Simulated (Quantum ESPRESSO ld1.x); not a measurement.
Problem. Radial electron density D(r) = 4 pi r^2 rho(r) of an atom or ion with 35 electrons. Calculated with ld1.x of Quantum ESPRESSO 7.5: Dirac Kohn-Sham, PBEsol, spin-unpolarised, spherical densities, point nucleus.

r (bohr)  D(r) (e/bohr)
0.002221          2.477
0.002545          3.139
0.002893          3.909
0.003288          4.851
0.003737          5.995
0.004281          7.470
0.004865          9.139
0.00553           11.11
0.006336          13.57
0.007201          16.26
0.008184          19.30
0.009376          22.90
0.01066           26.59
0.01211           30.47
0.01377           34.42
0.01577           38.47
0.01792           41.93
0.02037           44.78
0.02334           46.87
0.02653           47.77
0.03015           47.54
0.03454           46.19
0.03926           44.18
0.04462           41.99
0.05071           40.31
0.0581            39.82
0.06603           41.11
0.07505           44.17
0.08598           48.81
0.09773           53.35
0.1111            56.64
0.1273            57.32
0.1446            54.64
0.1644            49.18
0.1868            42.48
0.214             36.39
0.2433            33.54
0.2765            34.13
0.3168            37.35
0.36              40.47
0.4092            41.28
0.4688            38.22
0.5328            32.03
0.6056            24.34
0.6883            17.13
0.7885            11.61
0.8962            8.764
1.019             7.615
1.167             7.143
1.326             6.553
1.507             5.486
1.727             3.974
1.963             2.545
2.231             1.403
2.536            0.6604
2.905            0.2464
3.302           0.08032
3.752           0.02113
4.299          0.003915
4.886         0.0006033

What is the nuclear charge?

Solution. Z = 38. The innermost maximum, from 1s, lies near gamma/Z bohr with gamma = sqrt(1 - (Z/c)^2) = 0.961, here 0.0253 bohr (found: 0.0276), and its height grows with Z. The density is that of the strontium ion Sr3+ in [Ar] 3d10 4s2 4p5; the configuration itself is not fixed sharply by these data, and Z only to a few units. D(r) has 3 maxima, at r = 0.0276, 0.122, 0.396 bohr, and minima at 0.0563, 0.253 bohr, inside which lie 2.07, 11.06 electrons.
